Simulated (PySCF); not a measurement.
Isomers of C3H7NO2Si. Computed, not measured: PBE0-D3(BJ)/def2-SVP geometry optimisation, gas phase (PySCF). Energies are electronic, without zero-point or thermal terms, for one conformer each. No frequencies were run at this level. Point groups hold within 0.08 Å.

Question: Rank from lowest to highest electronic energy at this level (kcal/mol).
A. `[H]/[N:7]=[CH:6]\[SiH2:5][O:4][C:2]([CH3:1])=[O:3]` with C1–C2–O4–Si5 180°, C2–O4–Si5–C6 180°, O4–Si5–C6–N7 180°
B. `[CH2:1]=[CH:2][O:3][SiH2:4][C:5]([NH2:6])=[O:7]` with C1–C2–O3–Si4 0°, C2–O3–Si4–C5 -179°, O3–Si4–C5–N6 1°

Answer: A (0.0), B (2.2).

As drawn, the lower has a C=N bond and a C(=O)–O unit, which the higher lacks; the higher has a C(=O)–N unit and a C=C bond outside aromatic rings, which the lower lacks. Neighbours under 2.5 kcal/mol apart ([H]/N=C\[SiH2]OC(C)=O and C=CO[SiH2]C(N)=O) can change places with a better method, another conformer or zero-point energy.

```json
{"SMILES": "[H]/N=C\\[SiH2]OC(C)=O", "E (Eh)": "-612.43887", "E rel (kcal/mol)": "0.0", "dipole (D)": "1.72", "point group": "near Cs", "A, B, C (MHz)": "7112, 1002, 892.4"}
{"SMILES": "C=CO[SiH2]C(N)=O", "E (Eh)": "-612.43532", "E rel (kcal/mol)": "2.2", "dipole (D)": "3.25", "point group": "–", "A, B, C (MHz)": "6099, 1113, 951.6"}
```

Question: How do the relative energies change in single points at PBE0/pcSseg-1 (no added dispersion term) on the same geometries?

Answer: 
| SMILES | PBE0-D3(BJ)/def2-SVP (kcal/mol) | PBE0/pcSseg-1 (kcal/mol) | shift |
| --- | --- | --- | --- |
| [H]/N=C\[SiH2]OC(C)=O | 0.0 | 0.0 | 0.0 |
| C=CO[SiH2]C(N)=O | 2.2 | 3.0 | +0.8 |

Each column counts from its own lowest isomer. The order is unchanged; the largest shift is 0.8 kcal/mol.

Question: As an exercise, what shares would exp(−E/RT) give at 500 K from these electronic energies alone (no entropy, no degeneracies)?

Answer: RT = 0.994 kcal/mol: [H]/N=C\[SiH2]OC(C)=O 90.4 %, C=CO[SiH2]C(N)=O 9.6 %.
